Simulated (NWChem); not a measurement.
System: HSOF2 cation; SMILES FS(=[OH+])F

The following NWChem deck was run.

```
start job
memory heap 200 mb stack 900 mb global 1100 mb
charge 1
geometry units angstroms noautoz
  O      0.180590     1.437522     0.000000
  S     -0.453227     0.044047     0.000000
  F      0.276931    -0.686957    -1.159659
  F      0.276931    -0.686957     1.159659
  H      1.161793     1.552824     0.000000
end
basis spherical
  O library 6-31+g*
  S library 6-31+g*
  F library 6-31+g*
  H library 6-31+g*
end
dft
  xc b3lyp
  iterations 150
end
tddft
  cis
  nroots 6
  notriplet
end
task tddft energy
```

Excerpt of the output:

```
             Northwest Computational Chemistry Package (NWChem) 7.3.0
             --------------------------------------------------------

 CS  symmetry detected

                             Geometry "geometry" -> ""
                             -------------------------

 Output coordinates in angstroms (scale by  1.889725989 to convert to a.u.)

  No.       Tag          Charge          X              Y              Z
 ---- ---------------- ---------- -------------- -------------- --------------
    1 O                    8.0000     0.23559279    -1.39596929     0.00000000
    2 S                   16.0000    -0.46013723    -0.03235046     0.00000000
    3 F                    9.0000     0.23647060     0.73069285    -1.15965900
    4 F                    9.0000     0.23647060     0.73069285     1.15965900
    5 H                    1.0000     1.22098252    -1.46710968     0.00000000

 Effective nuclear repulsion energy (a.u.)     203.9900011173

      Symmetry information
      --------------------

 Group name             Cs
 Group number              2
 Group order               2
 No. of unique centers     4

                                 NWChem DFT Module
                                 -----------------

 Summary of "ao basis" -> "ao basis" (spherical)
 ------------------------------------------------------------------------------
       Tag                 Description            Shells   Functions and Types
 ---------------- ------------------------------  ------  ---------------------
 O                          6-31+g*                  8       18   4s3p1d
 S                          6-31+g*                 10       22   5s4p1d
 F                          6-31+g*                  8       18   4s3p1d
 H                          6-31+g*                  2        2   2s

      Symmetry analysis of basis
      --------------------------

        a'         49
        a"         29

            General Information
            -------------------
          SCF calculation type: DFT
          Wavefunction type:  closed shell.
          No. of atoms     :     5
          No. of electrons :    42
           Alpha electrons :    21
            Beta electrons :    21
          Charge           :     1
          Spin multiplicity:     1
          Use of symmetry is: off; symmetry adaption is: on
          Maximum number of iterations: 150
          AO basis - number of functions:    78
                     number of shells:    36
          Convergence on energy requested:  1.00D-06
          Convergence on density requested:  1.00D-05
          Convergence on gradient requested:  5.00D-04

              XC Information
              --------------
                         B3LYP Method XC Potential
                     Hartree-Fock (Exact) Exchange  0.200
                        Slater Exchange Functional  0.800 local
                    Becke 1988 Exchange Functional  0.720 non-local
              Lee-Yang-Parr Correlation Functional  0.810
                  VWN I RPA Correlation Functional  0.190 local

             Grid Information
             ----------------
          Grid used for XC integration:  medium
          Radial quadrature: Mura-Knowles
          Angular quadrature: Lebedev.
          Tag              B.-S. Rad. Rad. Pts. Rad. Cut. Ang. Pts.
          ---              ---------- --------- --------- ---------
          O                   0.60       49           9.0       434
          S                   1.00       88           8.0       590
          F                   0.50       49           9.0       434
          H                   0.35       45           9.0       434
          Grid pruning is: on
          Number of quadrature shells:   280
          Spatial weights used:  Erf1

      Superposition of Atomic Density Guess
      -------------------------------------

 Sum of atomic energies:        -671.46773636

 Renormalizing density from      43.00 to     42

      Non-variational initial energy
      ------------------------------

 Total energy =    -662.785304
 1-e energy   =   -1306.441708
 2-e energy   =     439.666403
 HOMO         =      -0.785039
 LUMO         =      -0.351429

      Symmetry analysis of molecular orbitals - initial
      -------------------------------------------------

  Numbering of irreducible representations:

     1 a'          2 a"

  Orbital symmetries:

     1 a'          2 a'          3 a"          4 a'          5 a'
     6 a'          7 a"          8 a'          9 a'         10 a"
    11 a'         12 a'         13 a'         14 a"         15 a'
    16 a'         17 a"         18 a"         19 a'         20 a"
    21 a'         22 a"         23 a'         24 a'         25 a'
    26 a'         27 a"         28 a'         29 a'         30 a'
    31 a"

   convergence    iter        energy       DeltaE   RMS-Dens  Diis-err
 ---------------- ----- ----------------- --------- --------- ---------
 d= 0,ls=0.0,diis     1   -673.1452633423 -8.77D+02  2.32D-02  1.99D+00

 !! scf_movecs_sym_adapt:    2 vectors were symmetry contaminated

  Symmetry fudging
 d= 0,ls=0.0,diis     2   -672.8903816984  2.55D-01  1.50D-02  4.97D+00

 !! scf_movecs_sym_adapt:    2 vectors were symmetry contaminated

  Symmetry fudging
 d= 0,ls=0.0,diis     3   -673.3039364885 -4.14D-01  2.93D-03  6.26D-02

 !! scf_movecs_sym_adapt:    2 vectors were symmetry contaminated

  Symmetry fudging
 d= 0,ls=0.0,diis     4   -673.3054425090 -1.51D-03  1.52D-03  4.32D-02

 !! scf_movecs_sym_adapt:    2 vectors were symmetry contaminated

  Symmetry fudging
 d= 0,ls=0.0,diis     5   -673.3094175857 -3.98D-03  2.26D-04  4.79D-04
  Resetting Diis
 d= 0,ls=0.0,diis     6   -673.3094685319 -5.09D-05  3.07D-05  4.63D-06
 d= 0,ls=0.0,diis     7   -673.3094691065 -5.75D-07  1.08D-05  2.34D-07
 d= 0,ls=0.0,diis     8   -673.3094691050  1.51D-09  5.53D-06  3.12D-07

         Total DFT energy =     -673.309469105017
      One electron energy =    -1323.834893212324
           Coulomb energy =      501.810263499571
    Exchange-Corr. energy =      -55.274840509530
 Nuclear repulsion energy =      203.990001117266

 Numeric. integr. density =       41.999997947442

                  Occupations of the irreducible representations
                  ----------------------------------------------

                     irrep           alpha         beta
                     --------     --------     --------
                     a'               14.0         14.0
                     a"                7.0          7.0

                       DFT Final Molecular Orbital Analysis
                       ------------------------------------

[...]

                                NWChem TDDFT Module
                                -------------------

            General Information
            -------------------
           No. of orbitals :     156
            Alpha orbitals :      78
             Beta orbitals :      78
        Alpha frozen cores :       0
         Beta frozen cores :       0
     Alpha frozen virtuals :       0
      Beta frozen virtuals :       0
         Spin multiplicity :       1
    Number of AO functions :      78
        Use of symmetry is : off
      Symmetry adaption is : on
         Schwarz screening :  0.10D-07

              XC Information
              --------------
                  B3LYP Method XC Potential
              Hartree-Fock (Exact) Exchange   0.20
                 Slater Exchange Functional   0.80 local
             Becke 1988 Exchange Functional   0.72 non-local
       Lee-Yang-Parr Correlation Functional   0.81
           VWN I RPA Correlation Functional   0.19 local

             TDDFT Information
             -----------------
          Calculation type : Tamm-Dancoff TDDFT
         Wavefunction type : Restricted singlets
          No. of electrons :      42
           Alpha electrons :      21
            Beta electrons :      21
              No. of roots :       6
          Max subspacesize :    5200
            Max iterations :     100
               Target root :       1
           Target symmetry : none
      Symmetry restriction : off
                 Algorithm : Optimal
        Davidson threshold :  0.10D-03

    6 smallest eigenvalue differences (eV)
--------------------------------------------------------
  No. Spin  Occ  Vir  Irrep   E(Occ)    E(Vir)   E(Diff)
--------------------------------------------------------
    1    1   21   22 a"       -0.672    -0.327     9.388
    2    1   20   22 a'       -0.682    -0.327     9.665
    3    1   21   23 a'       -0.672    -0.312     9.802
    4    1   20   23 a"       -0.682    -0.312    10.079
    5    1   19   22 a"       -0.710    -0.327    10.432
    6    1   19   23 a'       -0.710    -0.312    10.846
--------------------------------------------------------

  Entering Davidson iterations
  Restricted singlet excited states

  Iter   NTrls   NConv    DeltaV     DeltaE      Time
  ----  ------  ------  ---------  ---------  ---------
    1      6       0     0.25E+00   0.10+100        4.8
    2     12       0     0.38E-01   0.54E-01        4.7
    3     18       0     0.10E-01   0.18E-02        4.7
    4     24       0     0.46E-02   0.21E-03        4.7
    5     30       0     0.33E-02   0.50E-04        4.7
    6     36       2     0.23E-02   0.57E-04        4.8
    7     40       5     0.61E-03   0.77E-05        4.4
    8     41       5     0.13E-03   0.38E-06        3.4
    9     42       6     0.48E-04   0.37E-07        3.4
  ----  ------  ------  ---------  ---------  ---------
  Convergence criterion met

  Ground state a'       -673.309469105017 a.u.

  ----------------------------------------------------------------------------
  Root   1 singlet a"             0.310729328 a.u.                8.4554 eV
  ----------------------------------------------------------------------------
     Transition Moments    X -0.00000   Y -0.00000   Z  0.30155
     Dipole Oscillator Strength                    0.0188373630
     Electric Quadrupole                           0.0000000612
     Magnetic Dipole                               0.0000014174
     Total Oscillator Strength                     0.0188388416

     Occ.   18  a"  ---  Virt.   23  a'       0.07532
     Occ.   18  a"  ---  Virt.   24  a'       0.06650
     Occ.   19  a'  ---  Virt.   22  a"       0.36519
     Occ.   20  a"  ---  Virt.   23  a'      -0.64514
     Occ.   21  a'  ---  Virt.   22  a"      -0.65611
  ----------------------------------------------------------------------------
  Root   2 singlet a'             0.315444164 a.u.                8.5837 eV
  ----------------------------------------------------------------------------
     Transition Moments    X  0.14117   Y -0.03029   Z -0.00000
     Dipole Oscillator Strength                    0.0043840356
     Electric Quadrupole                           0.0000001025
     Magnetic Dipole                               0.0000002422
     Total Oscillator Strength                     0.0043843803

     Occ.   17  a"  ---  Virt.   22  a"       0.11047
     Occ.   18  a"  ---  Virt.   22  a"      -0.14757
     Occ.   19  a'  ---  Virt.   24  a'      -0.10662
     Occ.   20  a"  ---  Virt.   22  a"       0.81213
     Occ.   21  a'  ---  Virt.   23  a'      -0.52533
  ----------------------------------------------------------------------------
  Root   3 singlet a"             0.319452561 a.u.                8.6928 eV
  ----------------------------------------------------------------------------
     Transition Moments    X -0.00000   Y  0.00000   Z -0.23813
     Dipole Oscillator Strength                    0.0120767419
     Electric Quadrupole                           0.0000000212
     Magnetic Dipole                               0.0000003301
     Total Oscillator Strength                     0.0120770932

     Occ.   15  a'  ---  Virt.   22  a"       0.05167
     Occ.   18  a"  ---  Virt.   23  a'      -0.06091
     Occ.   19  a'  ---  Virt.   22  a"      -0.55046
     Occ.   20  a"  ---  Virt.   23  a'      -0.72662
     Occ.   20  a"  ---  Virt.   24  a'      -0.07223
     Occ.   21  a'  ---  Virt.   22  a"       0.38574
  ----------------------------------------------------------------------------
  Root   4 singlet a"             0.333330230 a.u.                9.0704 eV
  ----------------------------------------------------------------------------
     Transition Moments    X -0.00000   Y  0.00000   Z -0.51751
     Dipole Oscillator Strength                    0.0595151190
     Electric Quadrupole                           0.0000000480
     Magnetic Dipole                               0.0000028960
     Total Oscillator Strength                     0.0595180630

     Occ.   14  a"  ---  Virt.   23  a'       0.05151
     Occ.   15  a'  ---  Virt.   22  a"       0.07176
     Occ.   17  a"  ---  Virt.   23  a'       0.12043
     Occ.   18  a"  ---  Virt.   23  a'      -0.26523
     Occ.   18  a"  ---  Virt.   24  a'      -0.12080
     Occ.   19  a'  ---  Virt.   22  a"       0.72925
     Occ.   20  a"  ---  Virt.   23  a'      -0.20972
     Occ.   20  a"  ---  Virt.   24  a'      -0.09620
     Occ.   21  a'  ---  Virt.   22  a"       0.54495
  ----------------------------------------------------------------------------
  Root   5 singlet a'             0.333446261 a.u.                9.0735 eV
  ----------------------------------------------------------------------------
     Transition Moments    X -0.00041   Y  0.65352   Z  0.00000
     Dipole Oscillator Strength                    0.0949421135
     Electric Quadrupole                           0.0000000902
     Magnetic Dipole                               0.0000040593
     Total Oscillator Strength                     0.0949462630

     Occ.   14  a"  ---  Virt.   22  a"      -0.06075
     Occ.   15  a'  ---  Virt.   23  a'      -0.09198
     Occ.   16  a'  ---  Virt.   23  a'      -0.09058
     Occ.   17  a"  ---  Virt.   22  a"      -0.10509
     Occ.   18  a"  ---  Virt.   22  a"      -0.06000
     Occ.   19  a'  ---  Virt.   23  a'       0.33134
     Occ.   19  a'  ---  Virt.   24  a'       0.24562
     Occ.   20  a"  ---  Virt.   22  a"      -0.44315
     Occ.   21  a'  ---  Virt.   23  a'      -0.74792
     Occ.   21  a'  ---  Virt.   24  a'      -0.15428
  ----------------------------------------------------------------------------
  Root   6 singlet a'             0.346872844 a.u.                9.4389 eV
  ----------------------------------------------------------------------------
     Transition Moments    X  0.09909   Y -0.33019   Z -0.00000
     Dipole Oscillator Strength                    0.0274819934
     Electric Quadrupole                           0.0000000181
     Magnetic Dipole                               0.0000008947
     Total Oscillator Strength                     0.0274829062

     Occ.   16  a'  ---  Virt.   23  a'       0.07641
     Occ.   17  a"  ---  Virt.   22  a"       0.08729
     Occ.   18  a"  ---  Virt.   22  a"      -0.26401
     Occ.   19  a'  ---  Virt.   23  a'       0.89741
     Occ.   19  a'  ---  Virt.   24  a'      -0.11205
     Occ.   20  a"  ---  Virt.   22  a"       0.08883
     Occ.   21  a'  ---  Virt.   23  a'       0.27715
     Occ.   21  a'  ---  Virt.   24  a'       0.06854

              Target root =      1
          Target symmetry = none
      Ground state energy =   -673.309469105017
        Excitation energy =      0.310729328243
     Excited state energy =   -672.998739776774

  stored tddft:energy   -672.99873977677373
```

Level: B3LYP/6-31+G* (spherical d), TDA. Structure relaxed at the PBE0/def2-SVP level.
